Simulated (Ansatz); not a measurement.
Te₅W₃. Charge 0, multiplicity 5. Geometry PBE-D4/def2-SVP; atoms count from 1.

```csv
atom,x (Å),y (Å),z (Å)
W1,0.749,1.001,0.085
W2,0.025,-1.487,-0.916
W3,-1.206,-0.730,1.030
Te4,-2.290,-2.798,-0.362
Te5,2.422,2.861,0.421
Te6,1.414,-1.327,1.410
Te7,-1.651,1.912,0.895
Te8,0.537,0.568,-2.563
```

In the def2 sets Te, W take a core potential; there is no spin–orbit coupling. At PBE0-D4/def2-SVP a singlet of charge 0 lies 1.61 eV below the quintet, each at its own geometry. The structure comes from a short search, and lower isomers may exist.

Problem. Estimate the Mulliken populations from the PBE0/def2-SVP orbitals of Ansatz.

Solution. 
```json
{"atom": "W1", "charge (e)": "0.02", "spin (α − β)": "0.43", "d electrons": "4.88"}
{"atom": "W2", "charge (e)": "0.46", "spin (α − β)": "1.21", "d electrons": "4.79"}
{"atom": "W3", "charge (e)": "0.46", "spin (α − β)": "1.21", "d electrons": "4.79"}
{"atom": "Te4", "charge (e)": "-0.23", "spin (α − β)": "0.43", "d electrons": "–"}
{"atom": "Te5", "charge (e)": "-0.11", "spin (α − β)": "0.39", "d electrons": "–"}
{"atom": "Te6", "charge (e)": "-0.19", "spin (α − β)": "-0.07", "d electrons": "–"}
{"atom": "Te7", "charge (e)": "-0.21", "spin (α − β)": "0.20", "d electrons": "–"}
{"atom": "Te8", "charge (e)": "-0.21", "spin (α − β)": "0.20", "d electrons": "–"}
```
Mulliken values depend strongly on the basis.

Problem. Where does the spin sit?

Solution. Summed by element: W 2.86, Te 1.14, of 4 unpaired in all. Largest on single atoms: W2 1.21, W3 1.21, W1 0.43.

Problem. And the Mayer bond orders between heavy atoms (over 0.3)?

Solution. W1–W2 0.67 (2.78 Å); W1–W3 0.67 (2.78 Å); W1–Te5 1.88 (2.52 Å); W1–Te6 0.77 (2.76 Å); W1–Te7 1.10 (2.69 Å); W1–Te8 1.10 (2.69 Å); W2–W3 1.57 (2.42 Å); W2–Te4 0.98 (2.72 Å); W2–Te6 0.82 (2.71 Å); W2–Te8 1.02 (2.68 Å); W3–Te4 0.98 (2.72 Å); W3–Te6 0.82 (2.71 Å); W3–Te7 1.02 (2.68 Å).
